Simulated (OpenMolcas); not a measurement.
# Sm2+ in a point-charge field

Sm2+ among 2 point charges of -1 e arranged as a linear pair (D∞h), 2.99 Å from the ion.
```
   0.0000    0.0000    2.9900  -1.00
   0.0000    0.0000   -2.9900  -1.00
```

| Quantity | Value |
| --- | --- |
| Program | OpenMolcas |
| Method | CASSCF |
| Basis | ANO-RCC-VDZP [7s6p4d2f1g] |
| Scalar Hamiltonian | DKH2, point nucleus |
| Active space | 6 electrons in 7 orbitals (4f) |
| State averaging | 2S+1 = 7 even, 7 roots; 2S+1 = 5 even, 89 roots kept (CI in the orbitals of an earlier block, 86 in the spin-orbit step); 2S+1 = 3 even, 91 roots kept (CI in the orbitals of an earlier block, 77 in the spin-orbit step); 2S+1 = 1 even, 1 root kept (CI in the orbitals of an earlier block, 0 in the spin-orbit step) |
| Spin-orbit coupling | state interaction with AMFI integrals over the reference wave functions |

The lowest spin-free states (labels by Λ), above the lowest:

```csv
State,Degeneracy,E (cm-1),Free-ion L (%)
7Σ,1,0.0,F (100)
7Π,2,163.5,F (100)
7Δ,2,562.7,F (100)
7Φ,2,1102,F (100)
5Σ,1,22087,D (100)
5Π,2,22115,D (100)
5Δ,2,22273,D (100)
5I,2,25268,L (100)
5K,2,25269,L (100)
5H,2,25291,L (100)
5L,2,25303,L (100)
5Γ,2,25330,L (100)
5Φ,2,25375,L (100)
5Δ,2,25415,L (100)
5Π,2,25443,L (100)
5Σ,1,25453,L (100)
5Σ,1,26262,G (100)
5Π,2,26293,G (100)
5Δ,2,26393,G (100)
5Φ,2,26557,G (100)
```

The lowest levels with spin-orbit coupling:

```json
{"E (cm-1)": "0.0", "Degeneracy": "1", "2S+1": "7", "J": "0.54", "|mJ| (%)": "0 (100)", "g": ""}
{"E (cm-1)": "174.8", "Degeneracy": "2", "2S+1": "7", "J": "1.14", "|mJ| (%)": "1 (100)", "g": "0.00 0.00 3.90"}
{"E (cm-1)": "654.3", "Degeneracy": "2", "2S+1": "7", "J": "2.11", "|mJ| (%)": "2 (100)", "g": "0.00 0.00 7.26"}
{"E (cm-1)": "713.7", "Degeneracy": "1", "2S+1": "7", "J": "1.28", "|mJ| (%)": "0 (100)", "g": ""}
{"E (cm-1)": "1012", "Degeneracy": "2", "2S+1": "7", "J": "2.13", "|mJ| (%)": "1 (100)", "g": "0.00 0.00 3.52"}
{"E (cm-1)": "1237", "Degeneracy": "1", "2S+1": "7", "J": "1.96", "|mJ| (%)": "0 (100)", "g": ""}
{"E (cm-1)": "1405", "Degeneracy": "2", "2S+1": "7", "J": "3.13", "|mJ| (%)": "3 (100)", "g": "0.00 0.00 10.25"}
{"E (cm-1)": "1594", "Degeneracy": "2", "2S+1": "7", "J": "3.10", "|mJ| (%)": "2 (100)", "g": "0.00 0.00 6.52"}
{"E (cm-1)": "1734", "Degeneracy": "2", "2S+1": "7", "J": "3.02", "|mJ| (%)": "1 (100)", "g": "0.00 0.00 2.96"}
{"E (cm-1)": "1800", "Degeneracy": "1", "2S+1": "7", "J": "2.93", "|mJ| (%)": "0 (100)", "g": ""}
{"E (cm-1)": "2400", "Degeneracy": "2", "2S+1": "7", "J": "4.12", "|mJ| (%)": "4 (100)", "g": "0.00 0.00 12.92"}
{"E (cm-1)": "2415", "Degeneracy": "2", "2S+1": "7", "J": "4.08", "|mJ| (%)": "3 (100)", "g": "0.00 0.00 9.29"}
{"E (cm-1)": "2442", "Degeneracy": "2", "2S+1": "7", "J": "4.03", "|mJ| (%)": "2 (100)", "g": "0.00 0.00 5.86"}
{"E (cm-1)": "2461", "Degeneracy": "2", "2S+1": "7", "J": "3.97", "|mJ| (%)": "1 (100)", "g": "0.00 0.00 2.69"}
{"E (cm-1)": "2465", "Degeneracy": "1", "2S+1": "7", "J": "3.95", "|mJ| (%)": "0 (100)", "g": ""}
{"E (cm-1)": "3198", "Degeneracy": "1", "2S+1": "7", "J": "4.96", "|mJ| (%)": "0 (100)", "g": ""}
{"E (cm-1)": "3218", "Degeneracy": "2", "2S+1": "7", "J": "4.96", "|mJ| (%)": "1 (100)", "g": "0.00 0.00 2.58"}
{"E (cm-1)": "3276", "Degeneracy": "2", "2S+1": "7", "J": "4.96", "|mJ| (%)": "2 (100)", "g": "0.00 0.00 5.36"}
{"E (cm-1)": "3365", "Degeneracy": "2", "2S+1": "7", "J": "4.98", "|mJ| (%)": "3 (100)", "g": "0.00 0.00 8.49"}
{"E (cm-1)": "3471", "Degeneracy": "2", "2S+1": "7", "J": "5.01", "|mJ| (%)": "4 (100)", "g": "0.00 0.00 11.90"}
```

Powder χT (cm3 K/mol): 0.0231 at 2 K, 0.116 at 10 K, 0.574 at 50 K, 1.02 at 100 K, 1.41 at 200 K, 1.64 at 300 K. The effective moment at 300 K is 2.828 √(χT) = 3.62 μB.

Hund's rules give f6 a J = 0 ground level with no moment of its own; the computed χT of 1.636 cm3 K/mol at 300 K comes from higher levels.

High states are left out of the spin-orbit mixing, which shifts the levels that they would mix with. Point charges carry no covalency, so the field is a model and not that of real ligands. The first state left out of the spin-orbit step lies near 44000 cm-1 above the lowest spin-free state of the reference (among the parities and spins computed), and the lists stop at four fifths of that energy or lower. No measured value stands beside these numbers.

With an even number of electrons the g values are those of a degenerate or nearly degenerate non-Kramers pair.
